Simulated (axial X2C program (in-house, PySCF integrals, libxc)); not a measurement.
**BrAlBr: properties at the nuclei**

Computed with an in-house all-electron X2C program for linear molecules (integrals from PySCF): two-component X2C with atomic mean-field Coulomb and Gaunt terms, Gaussian nuclei, basis Br dyall-av3z, Al dyall-v3z with contracted cores.

Br–Al–Br held linear, with bonds 2.334 and 2.334 Å (near the PBE0 minimum at charge 0 of the determinant lowest at the starting distance; the state shown can have its own minimum elsewhere, held linear; other orders of the atoms were not compared).

Input and command:
```json
{"zs": [35, 13, 35], "q": 0, "bas": ["dyall-av3z", "dyall-v3z", "dyall-av3z"], "r0": [2.4, 2.4], "symm": 1, "scan": ["PBE0", "HF", "B3LYP"], "levels": ["PBE0", "HF", "PBE"], "nst": 2}
```
```bash
python solin.py task.json out
```

Keys: zs atomic numbers; q charge; bas basis sets; r0 starting distance in Å; symm equal bonds; scan levels of the two-bond scan; levels methods; nst determinants followed.

Determinant lowest in the PBE0 search, Ω = 1/2 (⟨Sz⟩ = 0.50, ⟨Lz⟩ = 0.00 at PBE0), spin on the atoms Br 0.09, Al 0.33, Br 0.09:

```csv
level,A∥/gI Br (MHz),qzz Br (a.u.),A∥/gI Al (MHz),qzz Al (a.u.)
PBE0,663,2.44,1280,-0.86
HF,754,2.25,1430,-0.92
PBE,632,2.41,1210,-0.83
```

Determinant 1.82 eV from it at PBE0 and this distance, Ω = 3/2 (⟨Sz⟩ = 0.50, ⟨Lz⟩ = 1.00 at PBE0), spin on the atoms Br -0.04, Al 0.57, Br -0.04:

```tsv
level	A∥/gI Br (MHz)	qzz Br (a.u.)	A∥/gI Al (MHz)	qzz Al (a.u.)
PBE0	60.6	5.97	149	-0.30
HF	41.8	5.93	227	-0.42
PBE	66.6	5.90	134	-0.24
```

A∥ (defined per Ω) follows by multiplying with gI = μI/(I μN); qzz is the electric field gradient, eQq0 = 234.96 MHz × Q/barn × qzz. The operators were transformed with the bare-nucleus X2C matrices; with these basis sets, hyperfine constants and field gradients can be off by tens of per cent, and where levels differ in sign neither size nor sign is settled.

With gI(79Br) = 1.4043, Q(79Br) = 0.3087 barn, gI(27Al) = 1.4566, Q(27Al) = 0.1466 barn (g factors from the IAEA table of nuclear moments by Stone; Q from Pyykkö, Mol. Phys. 2018), turn the PBE0 values of the first state into constants in MHz.

A∥(79Br) = 663 × 1.4043 = 931 MHz; eQq0(79Br) = 234.96 × (0.3087) × (2.44) = 177 MHz; A∥(27Al) = 1280 × 1.4566 = 1860 MHz; eQq0(27Al) = 234.96 × (0.1466) × (-0.86) = -29.6 MHz.

The molecule was held linear; bending was not examined, so a bent shape may lie lower.

Each state is one determinant with collinear spin. Unrestricted Hartree–Fock can overshoot spin polarisation at the nuclei. The search compared states at one distance, so a state with another bond length can lie lower. PBE0 term energies can be off by some tenths of an eV.
